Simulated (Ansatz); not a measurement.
Job for Ansatz (an electronic-structure program): R-r2SCAN/def2-TZVPP on ClH3Si2 (SMILES [SiH3][Si]Cl), a point of a torsion scan.

Ansatz 0.2 input:
```yaml
crystal:
  periodic: [false, false, false]
  atoms:
    - {symbol: Si, position_ang: [-0.66923628, -0.00723019, 0.11390742]}
    - {symbol: Si, position_ang: [1.32958304, -1.13530371, -0.08820843]}
    - {symbol: Cl, position_ang: [1.84055621, -1.77878128, 1.82624952]}
    - {symbol: H, position_ang: [-1.29145464, 0.59325340, 1.30483143]}
    - {symbol: H, position_ang: [-1.71910555, -0.88629790, -0.43258648]}
    - {symbol: H, position_ang: [-0.56806470, 1.11544361, -0.83671809]}
basis:
  gaussian:
    orbitals: def2-TZVPP
hamiltonian:
  xc: {name: r2SCAN}
scf: {lower_state_search: off}
```

The head of its log:

```
WARN ansatz: RAYON_NUM_THREADS=1 ignored (pool sized by the plan → 1); use --threads N
Functional definition: r2SCAN
these checks for a lower state are left out or cut short: stability, starts, cluster_reference, orbital_swaps, neighbouring_geometries, increment
integrals: 0.09 GiB planned
1047 factors; their error is unknown
mean field: 0.57 GiB planned
mean field evaluation 1: about -28323.5334 eV, gradient 1.8e1 eV
mean field evaluation 2: about -28323.6466 eV, gradient 1.7e1 eV
```

Question: What total energy does the run end on?

Answer: -1040.9117 hartree.
